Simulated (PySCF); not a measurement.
PySCF 2.14 output of an unrestricted PBEsol calculation on a single atom or ion in aug-cc-pwCVTZ-PP with ECP10MDF (8s7p6d4f1g, 96 functions), with scalar relativity through the core potential:

```
SCF conv_tol = 1e-09
number electrons alpha = 11  beta = 9
    J. P. Perdew, A. Ruzsinszky, G. I. Csonka, O. A. Vydrov, G. E. Scuseria, L. A. Constantin, X. Zhou, and K. Burke.,  Phys. Rev. Lett. 100, 136406 (2008)
    J. P. Perdew, A. Ruzsinszky, G. I. Csonka, O. A. Vydrov, G. E. Scuseria, L. A. Constantin, X. Zhou, and K. Burke.,  Phys. Rev. Lett. 100, 136406 (2008)
cycle= 1 E= -292.165897564227  delta_E= -0.0235  |g|= 0.0768  |ddm|= 0.71
cycle= 2 E= -292.165715685138  delta_E= 0.000182  |g|= 0.0975  |ddm|= 0.31
cycle= 3 E= -292.16658476723  delta_E= -0.000869  |g|= 0.00353  |ddm|= 0.0944
cycle= 4 E= -292.166586439832  delta_E= -1.67e-06  |g|= 0.00013  |ddm|= 0.0108
cycle= 5 E= -292.166586445843  delta_E= -6.01e-09  |g|= 1.12e-05  |ddm|= 0.00089
cycle= 6 E= -292.166586445898  delta_E= -5.54e-11  |g|= 1.2e-06  |ddm|= 8.17e-05
converged SCF energy = -292.166586445898  <S^2> = 2.0022935  2S+1 = 3.0015286
```

The run itself started from symmetry-adapted Hartree-Fock orbitals and held the occupation by maximum overlap, on a logarithmic radial grid, so the iterations belong to that start.

**Question.** Which element, charge and spin multiplicity is this?

**Answer.** Ge(2+) (germanium, charge +2), multiplicity 3; the state was [Ar] 3d9 4s2 4p1, one real determinant (an excited configuration).

⟨L²⟩ = 8.01 against 12 for a pure F term, so this real determinant mixes terms. Energies and moments cover only the electrons outside the core potential.
